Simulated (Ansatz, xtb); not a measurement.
## BClFGeH2+: which of two structures lies lower

Structure I is a singlet given by its coordinates and structure II is `F[BH][GeH+][Cl]`, a singlet. Both are isolated ions in the gas phase, relaxed with r2SCAN-D4/def2-SVP; the shapes shown needn't be the lowest conformers.

I (Å):

```xyz
6

B     0.3338   -0.1644    1.0824
Cl   -0.4073   -0.8197   -0.4419
F    -1.2008    2.2030   -0.4688
Ge   -1.6410    1.0782   -1.6864
H     0.9185   -1.0013    1.6992
H     0.1618    0.9962    1.2967
```

Close contacts (Å): B1–Cl2 1.82, Cl2–Ge4 2.58, F3–Ge4 1.72, B1–H5 1.19, B1–H6 1.19.

II (Å):

```yaml
atoms:
  - { symbol: B, position_ang: [-2.7354, 1.3701, -1.1293] }
  - { symbol: Cl, position_ang: [-0.9082, 1.6251, 1.9111] }
  - { symbol: F, position_ang: [-3.3016, 0.2364, -1.3546] }
  - { symbol: Ge, position_ang: [-0.8258, 1.2848, -0.1479] }
  - { symbol: H, position_ang: [-3.1782, 2.4550, -1.3897] }
  - { symbol: H, position_ang: [0.6331, 1.1189, -0.5953] }
```

Task: Estimate which is lower in electronic energy at CCSD(T)/def2-TZVP, and by roughly how much.

Result: The CCSD(T)/def2-TZVP calculation puts structure I lower, by 0.057 eV.

How the difference moves with the method:

| level | geometry | E(II) − E(I) (eV) | departure from the last row (eV) | job, with rough time for the two |
| --- | --- | --- | --- | --- |
| r2SCAN-D4/def2-SVP | r2SCAN-D4/def2-SVP | 0.000 | −0.057 | optimisation, 2.3 min |
| HF/def2-TZVP | r2SCAN-D4/def2-SVP | +0.036 | −0.021 | part of the CCSD(T) run |
| MP2/def2-TZVP | r2SCAN-D4/def2-SVP | +0.064 | +0.007 | part of the CCSD(T) run |
| CCSD(T)/def2-TZVP | r2SCAN-D4/def2-SVP | +0.057 |  | single point, 63 s |

r2SCAN-D4/def2-SVP finds them nearly level. The largest departure from CCSD(T)/def2-TZVP is that of r2SCAN-D4/def2-SVP, 0.057 eV. Levels run at GFN2-xTB geometries aren't shown.

With harmonic frequencies from r2SCAN-D4/def2-SVP (ideal gas, rigid rotor, one conformer each, 298.15 K, 1 atm): on the last row, ΔE + ΔZPE = +0.040 eV. A mode under 50 cm⁻¹ makes harmonic enthalpies and free energies unreliable, so none is given.

The correlated steps freeze 16 core orbitals; the filled d shell of Ge is correlated, in a basis made for valence electrons. Run with Ansatz 0.2.0; the last row on 2 threads of Intel(R) Xeon(R) Platinum 8259CL CPU @ 2.50GHz (Skylake/Cascade Lake) on a shared host.
